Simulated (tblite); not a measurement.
C8H13BO.
Atom-mapped SMILES: `[CH:1]#[C:2][C@@H:3]1[CH2:4][CH2:5][BH:6][C@@H:7]1[CH2:8][O:9][CH3:10]` (hydrogens: H11 on C1; H12 on C3; H13, H14 on C4; H15, H16 on C5; H17 on B6; H18 on C7; H19, H20 on C8; H21, H22, H23 on C10)

Computed with GFN2-xTB (tblite), gas phase: L-BFGS steps from a force-field or distance-geometry start until the largest atomic force falls under 0.01 eV/Å.

Step 18: E = -788.2296 eV
```
atom  x, y, z in Å  |  force x, y, z in eV/Å
C1     -1.4919    2.0344    0.7850    0.021  -0.033  -0.031
C2     -1.2146    1.2048   -0.0321    0.048   0.111   0.068
C3     -0.9113    0.1020   -0.9157    0.014  -0.058  -0.023
C4     -2.1243   -0.8429   -0.9478   -0.025  -0.084   0.030
C5     -2.0668   -1.5365    0.4156    0.036  -0.054   0.082
B6     -0.5339   -1.7244    0.6955   -0.118   0.039   0.126
C7      0.2299   -0.7750   -0.3180   -0.112  -0.052  -0.040
C8      1.4281   -0.0468    0.2949   -0.132  -0.004  -0.007
O9      2.0869    0.7952   -0.6316   -0.031  -0.086   0.058
C10     3.1406    1.5084   -0.0415   -0.048  -0.017   0.063
H11    -1.7262    2.7719    1.4902   -0.020   0.118   0.003
H12    -0.6700    0.4629   -1.9158    0.111   0.165   0.005
H13    -1.9894   -1.5926   -1.7294    0.006   0.049  -0.092
H14    -3.0685   -0.3240   -1.1267    0.100   0.058   0.022
H15    -2.7622   -2.3717    0.4953    0.095  -0.036   0.001
H16    -2.3704   -0.8054    1.1766   -0.094  -0.046  -0.002
H17    -0.0595   -2.3068    1.5883    0.041  -0.083  -0.071
H18     0.6097   -1.3658   -1.1572    0.088  -0.080  -0.030
H19     1.0948    0.5476    1.1599    0.003   0.037  -0.025
H20     2.1214   -0.8210    0.6643    0.091   0.104   0.015
H21     3.9103    0.8351    0.3604   -0.014  -0.038  -0.051
H22     2.7843    2.1394    0.7851   -0.039   0.000  -0.055
H23     3.5783    2.1380   -0.8123   -0.022  -0.009  -0.048
```

Step 19: E = -788.2368 eV
```
atom  x, y, z in Å  |  force x, y, z in eV/Å
C1     -1.4911    2.0392    0.7844    0.006   0.033   0.018
C2     -1.2125    1.2078   -0.0298    0.074  -0.004   0.010
C3     -0.9066    0.1014   -0.9112   -0.047  -0.040  -0.050
C4     -2.1242   -0.8415   -0.9492    0.004  -0.072   0.069
C5     -2.0669   -1.5432    0.4121    0.030  -0.040   0.058
B6     -0.5349   -1.7292    0.7003   -0.080   0.050   0.067
C7      0.2328   -0.7776   -0.3116   -0.145  -0.042  -0.084
C8      1.4288   -0.0450    0.3022   -0.157  -0.090  -0.005
O9      2.0886    0.7890   -0.6296   -0.100  -0.058   0.072
C10     3.1386    1.5098   -0.0452   -0.013  -0.021   0.005
H11    -1.7241    2.7849    1.4824   -0.018   0.093  -0.010
H12    -0.6682    0.4691   -1.9115    0.130   0.116   0.049
H13    -2.0007   -1.5908   -1.7357    0.022   0.121  -0.054
H14    -3.0644   -0.3096   -1.1185    0.122   0.005   0.015
H15    -2.7570   -2.3847    0.4828    0.096   0.007   0.018
H16    -2.3757   -0.8137    1.1730   -0.103  -0.078   0.005
H17    -0.0589   -2.3196    1.5887    0.015  -0.058  -0.088
H18     0.6117   -1.3685   -1.1543    0.079  -0.044   0.040
H19     1.0906    0.5495    1.1669    0.033   0.039  -0.075
H20     2.1200   -0.8203    0.6747    0.097   0.123   0.025
H21     3.9098    0.8403    0.3534    0.054  -0.074  -0.010
H22     2.7879    2.1430    0.7792   -0.085   0.027  -0.014
H23     3.5717    2.1365   -0.8205   -0.014   0.005  -0.059
```

Step 20: E = -788.2452 eV
```
atom  x, y, z in Å  |  force x, y, z in eV/Å
C1     -1.4900    2.0455    0.7836   -0.008   0.101   0.063
C2     -1.2085    1.2118   -0.0268    0.084  -0.126  -0.039
C3     -0.9022    0.1003   -0.9067   -0.084   0.005  -0.051
C4     -2.1241   -0.8409   -0.9496    0.043  -0.021   0.079
C5     -2.0665   -1.5521    0.4090    0.000  -0.002   0.012
B6     -0.5374   -1.7344    0.7072   -0.005   0.050  -0.019
C7      0.2334   -0.7818   -0.3052   -0.119  -0.026  -0.095
C8      1.4267   -0.0447    0.3110   -0.127  -0.146  -0.001
O9      2.0889    0.7805   -0.6259   -0.153  -0.003   0.051
C10     3.1362    1.5111   -0.0496    0.015  -0.036  -0.062
H11    -1.7219    2.8021    1.4724   -0.007   0.045  -0.040
H12    -0.6633    0.4789   -1.9052    0.130   0.040   0.097
H13    -2.0138   -1.5858   -1.7445    0.041   0.177  -0.005
H14    -3.0574   -0.2926   -1.1084    0.112  -0.053   0.012
H15    -2.7494   -2.4002    0.4685    0.076   0.024   0.036
H16    -2.3840   -0.8259    1.1691   -0.114  -0.100   0.023
H17    -0.0580   -2.3360    1.5874   -0.011  -0.029  -0.096
H18     0.6158   -1.3723   -1.1497    0.052  -0.010   0.108
H19     1.0860    0.5525    1.1737    0.041   0.037  -0.109
H20     2.1201   -0.8171    0.6876    0.074   0.121   0.036
H21     3.9104    0.8454    0.3450    0.103  -0.090   0.026
H22     2.7908    2.1478    0.7718   -0.119   0.044   0.021
H23     3.5633    2.1348   -0.8317   -0.022  -0.004  -0.047
```

Step 21: E = -788.2540 eV
```
atom  x, y, z in Å  |  force x, y, z in eV/Å
C1     -1.4883    2.0531    0.7821   -0.009   0.130   0.067
C2     -1.2027    1.2157   -0.0234    0.063  -0.193  -0.038
C3     -0.8991    0.0992   -0.9024   -0.067   0.052  -0.016
C4     -2.1237   -0.8402   -0.9483    0.074   0.050   0.054
C5     -2.0659   -1.5626    0.4059   -0.037   0.046  -0.033
B6     -0.5403   -1.7400    0.7141    0.064   0.035  -0.101
C7      0.2317   -0.7867   -0.2990   -0.036  -0.006  -0.062
C8      1.4223   -0.0470    0.3209   -0.047  -0.130   0.000
O9      2.0868    0.7713   -0.6205   -0.161   0.061   0.002
C10     3.1341    1.5119   -0.0553    0.016  -0.054  -0.095
H11    -1.7195    2.8216    1.4603    0.006  -0.008  -0.069
H12    -0.6552    0.4907   -1.8968    0.112  -0.044   0.121
H13    -2.0278   -1.5760   -1.7548    0.068   0.192   0.038
H14    -3.0481   -0.2752   -1.0970    0.058  -0.093   0.015
H15    -2.7404   -2.4168    0.4535    0.042   0.013   0.045
H16    -2.3955   -0.8427    1.1657   -0.120  -0.102   0.050
H17    -0.0577   -2.3546    1.5844   -0.031  -0.001  -0.098
H18     0.6219   -1.3762   -1.1424    0.015   0.008   0.139
H19     1.0816    0.5563    1.1791    0.023   0.031  -0.110
H20     2.1219   -0.8116    0.7028    0.028   0.092   0.041
H21     3.9134    0.8502    0.3363    0.104  -0.072   0.036
H22     2.7923    2.1536    0.7635   -0.123   0.034   0.024
H23     3.5534    2.1330   -0.8458   -0.043  -0.039  -0.012
```

Task: Estimate the geometry and energy of step 22. (The exact step hangs on the optimiser's Hessian estimate; all steps are aligned on step 21, rigid shifts and turns removed.)

Result: E = -788.2620 eV, largest force 0.197 eV/Å
```
atom  x, y, z in Å  |  force x, y, z in eV/Å
C1     -1.4862    2.0609    0.7798    0.007   0.101   0.022
C2     -1.1968    1.2179   -0.0196    0.017  -0.169   0.016
C3     -0.8973    0.0988   -0.8985    0.001   0.068   0.040
C4     -2.1226   -0.8383   -0.9461    0.076   0.104   0.017
C5     -2.0654   -1.5720    0.4026   -0.055   0.076  -0.051
B6     -0.5422   -1.7454    0.7182    0.083   0.011  -0.145
C7      0.2289   -0.7908   -0.2936    0.059   0.011   0.000
C8      1.4174   -0.0510    0.3299    0.043  -0.045  -0.006
O9      2.0821    0.7639   -0.6151   -0.117   0.100  -0.050
C10     3.1325    1.5117   -0.0614   -0.008  -0.063  -0.073
H11    -1.7170    2.8394    1.4477    0.015  -0.037  -0.077
H12    -0.6455    0.5007   -1.8872    0.088  -0.104   0.106
H13    -2.0396   -1.5624   -1.7637    0.098   0.162   0.053
H14    -3.0390   -0.2614   -1.0864   -0.022  -0.094   0.022
H15    -2.7320   -2.4316    0.4406    0.012  -0.013   0.035
H16    -2.4083   -0.8613    1.1638   -0.115  -0.086   0.074
H17    -0.0585   -2.3715    1.5800   -0.040   0.018  -0.095
H18     0.6282   -1.3793   -1.1328   -0.013   0.001   0.115
H19     1.0780    0.5601    1.1819   -0.009   0.025  -0.078
H20     2.1246   -0.8054    0.7179   -0.016   0.048   0.038
H21     3.9183    0.8540    0.3293    0.055  -0.031   0.017
H22     2.7919    2.1591    0.7557   -0.096  -0.004  -0.006
H23     3.5435    2.1310   -0.8599   -0.062  -0.079   0.026
```

The energy changes by -0.0080 eV. The first-order estimate −F·Δx gives -0.0110 eV and the mean of the old and new forces, exact on a quadratic surface, -0.0080 eV. The step makes an angle of 74° with the force vector and moves no atom by more than 0.023 Å.

The cost below is that of the whole relaxation. Hardware: one thread of an Arm Neoverse N1, shared host with 64 logical CPUs at a one-minute load of 59. Cost: 1.5 s.
